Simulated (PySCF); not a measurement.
trans-1,3,3,3-tetrafluoropropene (C3H2F4), SMILES FC(F)(F)/C=C/F. Atoms are numbered in the order given.

```xyz
9

F      0.1623    -2.8470     0.0000
C     -0.2848    -1.5973     0.0000
C      0.5396    -0.5531     0.0000
C      0.0326     0.8506     0.0000
F      0.4654     1.5257    -1.0798
F      0.4654     1.5257     1.0798
F     -1.3121     0.9077     0.0000
H     -1.3759    -1.5277     0.0000
H      1.6237    -0.6832     0.0000
```
Charge 0, spin multiplicity 1.

Geometry optimised at B3LYP-D3(BJ)/def2-SVP.

Level of theory: TDDFT-PBE/def2-SVPD (PySCF).

Vertical excitations. Gas-phase values at a fixed geometry. State labels are in the subgroup Cs.

| state | symmetry | energy (eV) | λ (nm) | f | main pairs |
|---|---|---|---|---|---|
| S1 | A' | 7.27 | 171 | 0.317 | HOMO→LUMO 93 % |
| S2 | A" | 7.55 | 164 | 0.016 | HOMO→LUMO+1 98 % |
| S3 | A" | 7.72 | 161 | 0.003 | HOMO−1→LUMO 94 % |
| S4 | A" | 7.74 | 160 | 0.007 | HOMO→LUMO+2 94 % |
| S5 | A' | 7.97 | 156 | 0.006 | HOMO−2→LUMO 100 % |
| S6 | A" | 8.14 | 152 | 0.002 | HOMO−3→LUMO 93 % |
| S7 | A" | 8.26 | 150 | 0.003 | HOMO→LUMO+3 93 % |
| S8 | A" | 8.48 | 146 | 0.000 | HOMO−4→LUMO 88 % |
| S9 | A" | 8.58 | 145 | 0.003 | HOMO→LUMO+4 86 % |
| S10 | A' | 8.69 | 143 | 0.010 | HOMO−5→LUMO 96 % |
| T1 | A' | 4.44 | 279 | 0 | HOMO→LUMO 99 % |
| T2 | A" | 7.35 | 169 | 0 | HOMO−1→LUMO 81 %, HOMO→LUMO+1 17 % |
| T3 | A" | 7.40 | 168 | 0 | HOMO→LUMO+1 77 %, HOMO−1→LUMO 18 % |
| T4 | A" | 7.59 | 163 | 0 | HOMO→LUMO+2 94 % |
Triplets are in the Tamm–Dancoff approximation, which puts them higher than full response would, so one can lie above its singlet here.
